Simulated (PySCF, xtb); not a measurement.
C4H6OSe, SMILES C=C1CO[C@H]1[SeH].

Geometry: PBE0-D3(BJ)/def2-SVP. The structure was generated by enumeration; whether it is a known compound was not checked. Other conformers were not sampled.

Level of theory: C-PCM-ωB97X/def2-SVP (PySCF).

The values are the electrostatic part of the solvation free energy, E(continuum) − E(gas) at the gas-phase geometry, in a cavity of scaled van der Waals radii (PySCF's table); cavitation and dispersion terms are not included. In vacuum the orbital gap is 10.71 eV. The dipole moment in vacuum is 1.74 D.

Computed values in water (ε = 78.36), tetrahydrofuran (ε = 7.43), chlorobenzene (ε = 5.70):
```tsv
solvent	ε	ΔG(elec) (kcal/mol)	dipole (D)	gap (eV)
water	78.36	-5.1	2.16	10.99
tetrahydrofuran	7.43	-4.4	2.09	10.95
chlorobenzene	5.70	-4.2	2.07	10.94
```

For comparison, GFN2-xTB/ALPB(water) (xtb, at the GFN2-xTB geometry, all terms of that model) gives -2.6 kcal/mol.
